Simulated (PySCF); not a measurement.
C6H13N.
Cartesian coordinates in Å at the GFN2-xTB level; atoms count from 1:
```xyz
20
C6H13N angstrom
C      1.8100   -0.7203   -0.9560
C      0.9797   -0.2253   -0.0527
C      1.2056   -0.3731    1.4195
C     -0.2600    0.5459   -0.4499
C     -0.1271    2.0134   -0.0392
N     -1.4247   -0.0290    0.2142
C     -1.7936   -1.3298   -0.3017
H      2.7011   -1.2559   -0.6734
H      1.6412   -0.6046   -2.0138
H      1.9208   -1.1647    1.6265
H      0.2614   -0.5907    1.9127
H      1.5954    0.5566    1.8323
H     -0.3610    0.4965   -1.5520
H     -0.9544    2.5962   -0.4400
H     -0.1396    2.0962    1.0438
H      0.8041    2.4253   -0.4198
H     -2.2095    0.6095    0.1207
H     -0.9630   -2.0172   -0.1432
H     -2.0307   -1.3233   -1.3774
H     -2.6609   -1.6949    0.2464
```

Computed with PBE0/def2-SVPD in PySCF (dipole) on a GFN2-xTB geometry, gas phase.

Masses are those of the commonest isotopes; rigid-rotor values at the optimised geometry. The values belong to one conformer with, in the numbering `[CH2:1]=[C:2]([CH3:3])[C@H:4]([CH3:5])[NH:6][CH3:7]`, C1–C2–C4–C5 -112°, C2–C4–N6–C7 -71°.

Question: Give the principal moments of inertia and the rotational constants in MHz.

Answer: Ia = 171.52, Ib = 230.89, Ic = 284.72 u·Å²; 505379 MHz·u·Å²/I gives A = 2946, B = 2189, C = 1775 MHz.

Question: Classify the top.

Answer: An asymmetric top. Ray's parameter κ = (2B − A − C)/(A − C) = -0.293; −1 is the prolate and +1 the oblate limit.

Question: Is it planar, by Δ = Ic − Ia − Ib?

Answer: Not planar: Δ = Ic − Ia − Ib = -117.68 u·Å². For a rigid frame Δ = −2 Σ m c², so Σ m c² = 58.84 u·Å² lies off the ab plane: 19.69 from hydrogen and 39.16 from heavier atoms. The atom farthest from that plane is 2.05 Å away.

Question: List the rotational levels J(Ka,Kc) to J = 4 (MHz).

Answer: Above 0(0,0):
J = 1: 1(0,1) 3964, 1(1,1) 4721, 1(1,0) 5135
J = 2: 2(0,2) 11763, 2(1,2) 12235, 2(1,1) 13477, 2(2,1) 15750, 2(2,0) 15879
J = 3: 3(0,3) 23204, 3(1,3) 23435, 3(1,2) 25892, 3(2,2) 27641, 3(2,1) 28220, 3(3,1) 32535, 3(3,0) 32561
J = 4: 4(0,4) 38171, 4(1,4) 38265, 4(1,3) 42229, 4(2,3) 43394, 4(2,2) 44857, 4(3,2) 48588, 4(3,1) 48762, 4(4,1) 55173, 4(4,0) 55178
The levels of one J sum to (2J + 1)J(J + 1)(A + B + C)/3.

Question: Which types of transition are allowed, and where do some lines up to J = 2 fall?

Answer: The dipole components are |μa| = 0.69 D, |μb| = 0.43 D, |μc| = 0.47 D. The squared components, which scale the intensities, stand as 1.00 : 0.38 : 0.45 (a : b : c). Some of the stronger lines:

| type | branch | J(Ka,Kc) | MHz | lower level (cm⁻¹) |
| --- | --- | --- | --- | --- |
| a | Q | 1(1,0) ← 1(1,1) | 414 | 0.157 |
| c | Q | 2(1,2) ← 2(0,2) | 473 | 0.392 |
| c | Q | 1(1,1) ← 1(0,1) | 758 | 0.132 |
| b | Q | 1(1,0) ← 1(0,1) | 1171 | 0.132 |
| a | Q | 2(1,1) ← 2(1,2) | 1242 | 0.408 |
| b | Q | 2(1,1) ← 2(0,2) | 1714 | 0.392 |
| c | Q | 2(2,1) ← 2(1,1) | 2273 | 0.450 |
| b | Q | 2(2,0) ← 2(1,1) | 2402 | 0.450 |
| b | Q | 2(2,1) ← 2(1,2) | 3514 | 0.408 |
| b | R | 1(1,1) ← 0(0,0) | 4721 | 0.000 |
| b | R | 2(0,2) ← 1(1,1) | 7041 | 0.157 |
| a | R | 2(1,2) ← 1(1,1) | 7514 | 0.157 |
| a | R | 2(0,2) ← 1(0,1) | 7799 | 0.132 |
| b | R | 2(1,2) ← 1(0,1) | 8271 | 0.132 |
| c | R | 2(1,1) ← 1(0,1) | 9513 | 0.132 |
| b | R | 2(2,1) ← 1(1,0) | 10614 | 0.171 |
| c | R | 2(2,0) ← 1(1,0) | 10743 | 0.171 |
| c | R | 2(2,1) ← 1(1,1) | 11028 | 0.157 |
| b | R | 2(2,0) ← 1(1,1) | 11157 | 0.157 |

Question: Estimate the classical rotational partition function at 50 K, 200 K and 500 K.

Answer: Point group C1, symmetry number σ = 1; q = (√π/σ)·√((kT/h)³/(ABC)), k/h = 20836.6 MHz/K: 17600 at 50 K, 141000 at 200 K, 557000 at 500 K.

Whether it is a minimum is left open (no frequencies). No vibrational averaging or centrifugal distortion is included, and the geometry carries the error of its method. A rigid rotor knows nothing of inversion at nitrogen or internal rotation, which can split or shift real lines. Quadrupole hyperfine structure (14N) is left out.
